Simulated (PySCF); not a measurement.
# Dipole response of Cu (copper, neutral)

[Ar] 3d9 4s1 4p1, one real determinant (an excited configuration). Computed with PySCF 2.14 in aug-cc-pVQZ-PP with ECP10MDF, with a scalar-relativistic core potential. Coupled (time-dependent) response in atomic units; α is the mean over directions.

| method | mean α (bohr³) | α xx, yy, zz | C₆ (like pair) | S(−4) |
| --- | --- | --- | --- | --- |
| revPBE | 78.19 | 57.25, 57.25, 120.1 | 676.4 | 5453 |

S(−4) is the Cauchy moment in α(ω) = α(0) + S(−4) ω² + …

α(iu) at revPBE:

| u (hartree) | α(iu) (bohr³) |
| --- | --- |
| 0 | 78.19 |
| 0.0500 | 67.45 |
| 0.100 | 50.51 |
| 0.200 | 28.33 |
| 0.300 | 17.70 |
| 0.500 | 9.065 |
| 0.750 | 5.263 |
| 1.00 | 3.603 |
| 1.50 | 2.129 |
| 2.00 | 1.465 |
| 3.00 | 0.8546 |
| 5.00 | 0.4147 |

The components differ because the open shell of this determinant is not spherical; for a pure term their mean is the scalar polarisability.

⟨L²⟩ = 8.02 against 12 for a pure F term, so this real determinant mixes terms. Energies and moments cover only the electrons outside the core potential.
